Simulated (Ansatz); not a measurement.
**CH2GaSi: where a starting geometry ends**

The starting geometry of this gas-phase doublet was optimised with GFN2-xTB.

```yaml
atoms:
  - { symbol: C, position_ang: [1.1610, -0.6769, -0.8622] }
  - { symbol: Ga, position_ang: [0.0569, -0.0071, 0.7705] }
  - { symbol: Si, position_ang: [-0.1744, -1.3571, -1.7798] }
  - { symbol: H, position_ang: [-1.7282, -0.4071, 0.5472] }
  - { symbol: H, position_ang: [2.2272, -0.5808, -1.0122] }
```

Question: Predict what it relaxes into with r2SCAN-D4/def2-SVP.

Answer: A new bond forms, giving a structure given below by its coordinates. Distances that change by over a tenth: Ga2–H4 (1.84 → 1.54 Å). Contacts that close: Ga2–Si3 (2.89 → 2.37 Å).

The energy falls by 0.71 eV over 17 steps:

| step | E − E(last) (eV) |
| --- | --- |
| 1 | 0.710 |
| 3 | 0.166 |
| 5 | 0.108 |
| 6 | 0.102 |
| 8 | 0.086 |
| 10 | 0.047 |
| 12 | 0.009 |
| 13 | 0.007 |
| 15 | 0.000 |
| 17 | 0.000 |

Final geometry (Å):

```xyz
5

C     1.1321   -0.7083   -0.9211
Ga   -0.5649   -0.5076   -0.0062
Si    0.0706   -1.4825   -2.0749
H    -1.2255    0.0515    1.2728
H     2.1304   -0.3821   -0.6070
```

Frequencies at the end are all real (lowest 214 cm⁻¹). Open shells are spin-unrestricted. Run with Ansatz 0.2.0, 2.7 min on 1 thread of Arm Neoverse V2, on a shared host.
